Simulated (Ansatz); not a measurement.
C2H2Cl2Si can be A, `C#C[SiH](Cl)Cl`, or B, `ClC1=C(Cl)[SiH2]1`.

Program: Ansatz. Geometries: PBE0-D4/def2-TZVP. ΔE: electronic, gas phase. CCSD(T)/CBS adds triple-zeta CCSD(T) − MP2 to the extrapolated MP2 energy (def2 sets, frozen cores). Functionals use def2-TZVPP.

A:

```xyz
7

C    -0.9598   -1.7228   -0.3952
C    -0.4116   -0.6726   -0.1741
Si    0.3896    0.9160    0.1445
Cl    0.6254    1.1564    2.1533
Cl    2.2120    0.9414   -0.7648
H    -1.4424   -2.6537   -0.5894
H    -0.4130    2.0354   -0.3744
```

B:

```xyz
7

Cl    0.6936    0.1422   -2.5091
C     0.2432    0.0503   -0.8812
C    -0.5868    0.6990   -0.0725
Cl   -1.6712    1.9903   -0.2052
Si    0.2888   -0.6298    0.8016
H    -0.3797   -1.9085    1.1411
H     1.4121   -0.3436    1.7253
```

Task: Which isomer does CCSD(T)/CBS put lower? Give the gap. (Estimate.)

Result: Computed: A, by 336.7 kJ/mol.

Task: Give E(B) − E(A) in kJ/mol with PBE-D4, r2SCAN-D4, PBE0-D4, ωB97M-V, BLYP-D4, CCSD(T)/def2-TZVPP, LDA (SPW92). (Best estimate.)

Result: Ansatz gave: PBE-D4 279.7, r2SCAN-D4 307.6, PBE0-D4 294.2, ωB97M-V 326.2, BLYP-D4 309.5, CCSD(T)/def2-TZVPP 331.2, LDA (SPW92) 258.4. None reverses the order clearly.

Task: Does the order hold for the free energy at 298.15 K (harmonic terms from PBE0-D4)? (An estimate is asked.)

Result: Computed: Yes: G(B) − G(A) = +335.9 kJ/mol.

Largest T1 diagnostic: 0.013.

Leaving LDA and LC-ωPBE aside and taking each functional with its dispersion term where it has one, the values, not all of them listed here, spread over 58.0 kJ/mol, from PBE-D4 to BHLYP-D4. LDA lies −21.8 kJ/mol from PBE without D4. From BLYP to BHLYP (50 % exact exchange), in def2-TZVPP and without D4, E(B) − E(A) moves by +26.6 kJ/mol.
